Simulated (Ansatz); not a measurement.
Reaction (silylene loss): `[SiH3]SC1CO1` → `SC1CO1` + `[SiH2]`

Computed with Ansatz on PBE0-D4/def2-TZVP structures; ΔE is electronic, products minus reactants. CCSD(T)/CBS adds triple-zeta CCSD(T) − MP2 to the extrapolated MP2 energy (def2 sets, frozen cores). This one scheme is used for every species. Functionals use def2-TZVPP. B3LYP here is the variant with VWN-RPA as its local correlation; programs differ in this. One conformer a species, not always the lowest.

```json
{"level": "ωB97M-V", "ΔE (eV)": "2.99"}
{"level": "B3LYP", "ΔE (eV)": "2.85"}
{"level": "HF/def2-TZVPP", "ΔE (eV)": "2.84"}
{"level": "HF/def2-QZVPP", "ΔE (eV)": "2.84"}
```

(1) What does CCSD(T)/CBS give? (Best estimate.)

Largest T1 diagnostic among the species: 0.014.

Answers

(1) Ansatz gave: +3.05 eV. The listed levels differ from it by -0.06, -0.20, -0.21, -0.21 eV.

In def2-TZVPP, CCSD(T) changes the Hartree–Fock value by +0.12 eV (the triples alone add +0.06 eV) and MP2 by +0.37 eV. From PBE to PBE0 (25 % exact exchange), in def2-TZVPP and without D4, ΔE moves by +0.10 eV.
